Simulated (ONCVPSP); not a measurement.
**u(r) = r·R(r): atom against pseudo-atom (V (Z = 23))**

Columns: radius, all-electron u(r) and pseudo u(r) of the 3s shell (level -76.73 eV) of vanadium in the configuration [Ne] 3s2 3p6 3d3 4s1; PBE, non-relativistic, ONCV scheme, ONCVPSP 4.0.1.

```
r (bohr)  all-electron  pseudo
   0.115       -0.2221  0.2005
   0.230       -0.5896  0.3974
   0.345       -0.1884  0.5859
   0.460        0.3767  0.7578
   0.575        0.8123  0.8995
   0.690        1.0574  0.9974
   0.805        1.1404  1.0431
   0.920        1.1135  1.0358
   1.035        1.0230  0.9803
   1.150        0.9030  0.8870
   1.265        0.7751  0.7715
   1.380        0.6521  0.6518
   1.495        0.5404  0.5404
   1.610        0.4427  0.4427
   1.725        0.3594  0.3594
   1.840        0.2898  0.2898
   1.955        0.2323  0.2323
   2.070        0.1853  0.1853
   2.185        0.1473  0.1473
   2.300        0.1166  0.1166
   2.415        0.0921  0.0921
   2.530        0.0726  0.0726
   2.645        0.0571  0.0571
   2.760        0.0448  0.0448
   2.875        0.0351  0.0351
   2.990        0.0275  0.0275
```

Question: How many radial nodes do the two functions have?

Answer: The all-electron 3s function has n − l − 1 = 2 (the table is too coarse to show those close to the nucleus); the pseudo-wave has 0, since the states of the same l below it are removed with the core.

Question: At about which radius was the pseudo-wave matched?

Answer: 1.60 bohr. The columns agree to 0.0005 from 1.38 bohr on; several derivatives are matched, so the curves merge somewhat inside the radius.

Question: Is the pseudo-wave norm-conserving?

Answer: Yes: the ONCV scheme keeps the norm inside the radius equal to the all-electron one, which fixes the energy derivative of the logarithmic derivative at the level.
